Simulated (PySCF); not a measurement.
YbCl2 at several levels of theory

Computed with PySCF 2.14.0 (density fitting, no spin-orbit coupling) at the geometry relaxed with PBE0:

```xyz
3
YbCl2 (singlet)
Yb    0.0000    0.0000   -0.1619
Cl    2.3250    0.0000    0.7125
Cl   -2.3250    0.0000    0.7125
```

| level | basis | state | HOMO (eV) | gap (eV) | charge on Yb1 (e) | population of f-type functions on Yb1 (core shells left out) | dipole about the centre of mass (D) | largest force component (eV/Å) |
| --- | --- | --- | --- | --- | --- | --- | --- | --- |
| PBE0 | Yb def2-SVP with ECP28, Cl def2-SVP | singlet | -6.23 | 4.02 | 0.89 | 14.00 | 5.13 | 0.01 |
| BP86 | the same | singlet | -3.68 | 0.90 | 0.78 | 13.97 | 4.84 | 0.09 |
| PBE0 | Yb def2-TZVP with ECP28, Cl def2-TZVP | singlet | -6.41 | 4.09 | 1.12 | 14.01 | 5.22 | 0.13 |

Charges are Mulliken's, which hang on the basis. The relaxation used the grid (50, 194), these runs (75, 302) or, all-electron (x2c bases, spin-free X2C Hamiltonian), (99, 590).

Question: What does wB97X with Yb def2-SVP with ECP28, Cl def2-SVP give here?

Answer: state singlet, HOMO (eV) -8.73, gap (eV) 8.37, charge on Yb1 (e) 0.91, population of f-type functions on Yb1 (core shells left out) 14.00, dipole about the centre of mass (D) 5.31, largest force component (eV/Å) 0.09. Time: 8.1 s on 2 threads of Arm Neoverse V1, with other jobs on the host, from an already converged density.

In the first row's basis the gap widens with exact exchange: 0.9 eV for BP86 (none); 4.0 eV for PBE0 (a fixed share); 8.4 eV for wB97X (rising or full at long range).

Small gap, closed shell not tested for a spin-broken solution: BP86.
